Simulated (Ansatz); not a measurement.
Harmonic frequencies (cm⁻¹) at PBE0-D4/def2-TZVP from Ansatz: 33, 40, 120, 140, 236, 370, 520, 576, 618, 631, 734, 773, 913, 920, 923, 940, 959, 1026, 1113, 1168, 1203, 1408, 1444, 2211, 2215, 2244, 2584, 3043, 3113, 3882.

Each molecule was computed in one conformer, which needn't be the lowest.

Question: Which molecule is it?
A. `CB(S)O[SiH3]`
B. `OBCS[SiH3]`
C. `CSBO[SiH3]`
D. `FC1=[CH][GeH2][CH2]1`

Answer: B.
